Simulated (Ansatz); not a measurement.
Consider the formal exchange of groups at the Si–Si bond: `[SiH3][SiH2]S` + `[CH3][SbH][OH]` → `[OH][SbH][CH2][SiH3]` + `[SiH3]S`.

Gas-phase electronic energies from Ansatz, PBE0-D4/def2-TZVP geometries. CCSD(T)/CBS adds triple-zeta CCSD(T) − MP2 to the extrapolated MP2 energy (def2 sets, frozen cores). DFT in def2-TZVPP. def2 core potentials past Kr. For Sb outer-core shells are correlated without core-valence functions, which leaves a few kJ/mol of doubt a bond. One conformer a species, not always the lowest.

`[SiH3][SiH2]S`:

Cartesian coordinates in Å:
```
Si 0.066 -0.693 1.386
Si -0.061 -0.030 -0.853
S 0.041 2.111 -0.849
H 1.342 -0.221 1.985
H 0.011 -2.178 1.467
H -1.073 -0.122 2.151
H 1.063 -0.612 -1.637
H -1.333 -0.498 -1.467
H -0.056 2.244 -2.183
```

`[CH3][SbH][OH]`:

```xyz
8

C    -0.068    0.701   -0.961
Sb   -0.776   -0.044    0.918
O     0.390   -1.639    0.845
H    -0.212    1.781   -1.014
H    -0.613    0.223   -1.774
H     0.994    0.467   -1.041
H     0.345    0.910    1.808
H    -0.061   -2.400    1.218
```

`[OH][SbH][CH2][SiH3]`:

Z-matrix (Å, degrees):
```
C
Sb 1 2.154
Si 1 1.875 2 113.8
H 1 1.093 2 108.4 3 122.8
H 1 1.094 2 107.3 3 -121.3
O 2 1.979 1 95.0 3 -13.7
H 2 1.714 1 92.5 3 79.1
H 3 1.484 1 111.3 2 69.9
H 3 1.484 1 111.1 2 -53.2
H 3 1.492 1 108.6 2 -171.9
H 6 0.960 2 110.9 1 -123.0
```

`[SiH3]S`:

```xyz
6

Si    0.046    0.231    0.473
S     0.598   -0.276   -1.529
H    -1.251    0.952    0.516
H     1.133    1.115    0.954
H    -0.047   -0.974    1.336
H    -0.479   -1.047   -1.750
```

```csv
species,BLYP energy (Eh)
`[SiH3][SiH2]S`,-980.80927
`[CH3][SbH][OH]`,-356.55897
`[OH][SbH][CH2][SiH3]`,-647.25175
`[SiH3]S`,-690.11406
```

**Question.** Work out ΔE.

**Answer.** ΔE = (-647.25175) + (-690.11406) − (-980.80927) − (-356.55897) = 0.00243 Eh = +6.4 kJ/mol. CCSD(T)/CBS gives -4.6 kJ/mol.

Largest T1 diagnostic among the species: 0.014.

From BLYP to BHLYP (50 % exact exchange), in def2-TZVPP and without D4, ΔE moves by −8.7 kJ/mol. Leaving LDA and LC-ωPBE aside and taking each functional with its dispersion term where it has one, the values, not all of them listed here, spread over 17.1 kJ/mol, from ωB97M-V to PBE-D4. LDA lies −6.9 kJ/mol from PBE without D4.
